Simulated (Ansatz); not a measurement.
`C=C[SiH2][AsH2]` + silanol → `[SiH3]O[AsH2]` + `C=C[SiH3]`  (cleavage of the As–Si bond)

Gas-phase electronic energies from Ansatz, PBE0-D4/def2-TZVP geometries. CCSD(T)/CBS is the MP2 limit (def2-TZVPP, def2-QZVPP) plus CCSD(T) − MP2 in def2-TZVPP, frozen cores. DFT in def2-TZVPP. B3LYP here is the variant with VWN-RPA as its local correlation; programs differ in this. For As outer-core shells are correlated without core-valence functions, which leaves a few kJ/mol of doubt a bond. Scalar relativity is left out up to krypton. Each species was taken in one conformer, which may not be the lowest.

```json
{"level": "r2SCAN-D4", "ΔE (kcal/mol)": "15.5", "difference from CCSD(T)/CBS": "0.4"}
{"level": "PBE0-D4", "ΔE (kcal/mol)": "16.8", "difference from CCSD(T)/CBS": "1.7"}
{"level": "B3LYP-D4", "ΔE (kcal/mol)": "13.0", "difference from CCSD(T)/CBS": "-2.1"}
{"level": "ωB97X-V", "ΔE (kcal/mol)": "12.9", "difference from CCSD(T)/CBS": "-2.2"}
{"level": "B2PLYP", "ΔE (kcal/mol)": "12.9", "difference from CCSD(T)/CBS": "-2.2"}
{"level": "r2SCAN", "ΔE (kcal/mol)": "15.3", "difference from CCSD(T)/CBS": "0.2"}
{"level": "PBE0", "ΔE (kcal/mol)": "16.5", "difference from CCSD(T)/CBS": "1.4"}
{"level": "B3LYP", "ΔE (kcal/mol)": "12.5", "difference from CCSD(T)/CBS": "-2.6"}
{"level": "MP2/def2-TZVPP", "ΔE (kcal/mol)": "15.0", "difference from CCSD(T)/CBS": "-0.1"}
{"level": "CCSD/def2-TZVPP", "ΔE (kcal/mol)": "13.5", "difference from CCSD(T)/CBS": "-1.6"}
{"level": "CCSD(T)/def2-TZVPP", "ΔE (kcal/mol)": "13.9", "difference from CCSD(T)/CBS": "-1.2"}
{"level": "MP2/def2-QZVPP", "ΔE (kcal/mol)": "15.5", "difference from CCSD(T)/CBS": "0.4"}
{"level": "SCS-MP2/def2-QZVPP", "ΔE (kcal/mol)": "12.8", "difference from CCSD(T)/CBS": "-2.3"}
{"level": "HF/CBS(def2)", "ΔE (kcal/mol)": "9.1", "difference from CCSD(T)/CBS": "-6.0"}
{"level": "MP2/CBS(def2)", "ΔE (kcal/mol)": "16.2", "difference from CCSD(T)/CBS": "1.1"}
{"level": "CCSD/CBS(def2)", "ΔE (kcal/mol)": "14.7", "difference from CCSD(T)/CBS": "-0.4"}
{"level": "CCSD(T)/CBS", "ΔE (kcal/mol)": "15.1", "difference from CCSD(T)/CBS": "0"}
```

Largest T1 diagnostic among the species: 0.012.

In def2-TZVPP, CCSD(T) changes the Hartree–Fock value by +4.1 kcal/mol (the triples alone add +0.4 kcal/mol) and MP2 by +5.2 kcal/mol.
